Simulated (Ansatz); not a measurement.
Conformers and stereoisomers of Cl₂F₂H₂Si₂ (`F[SiH](Cl)[SiH](F)Cl`), each relaxed with PBE0-D4/def2-TZVP in Ansatz. CBS adds the triple-zeta coupled-cluster correction to the MP2 limit.

Not all of them had a frequency check.

Conformer A:

Cartesian coordinates in Å:
```
F 2.151 0.709 -0.600
Si 1.135 -0.163 0.265
Cl 1.226 0.467 2.205
Si -1.069 0.207 -0.447
F -1.205 -0.091 -2.007
Cl -2.233 -1.126 0.572
H 1.573 -1.575 0.205
H -1.578 1.572 -0.193
```

Conformer B:

```xyz
8

F    -1.992    0.095   -1.055
Si   -1.116   -0.289    0.220
Cl   -1.219   -2.311    0.491
Si    1.116    0.289   -0.220
F     1.992   -0.095    1.055
Cl    1.219    2.311   -0.490
H    -1.706    0.375    1.402
H     1.706   -0.375   -1.402
```

**Question.** Which is lowest in electronic energy at CCSD(T)/CBS (frozen core, def2 sets), and by how much? (Estimate.)

**Answer.** Computed: A; B lies 0.8 kJ/mol higher. Gaps under about 2 kJ/mol don't settle the order.

**Question.** Give the energies relative to A (kJ/mol) with PBE/def2-TZVPP, r2SCAN/def2-TZVPP, MP2/def2-TZVPP, SCS-MP2/def2-TZVPP, CCSD(T)/def2-TZVPP, SCS-MP2/def2-QZVPP, HF/CBS(def2). (Best estimate.)

**Answer.** Ansatz gave: 
| level | B |
| --- | --- |
| PBE/def2-TZVPP | 0.3 |
| r2SCAN/def2-TZVPP | 0.5 |
| MP2/def2-TZVPP | 1.0 |
| SCS-MP2/def2-TZVPP | 0.7 |
| CCSD(T)/def2-TZVPP | 0.6 |
| SCS-MP2/def2-QZVPP | 0.8 |
| HF/CBS(def2) | -0.4 |
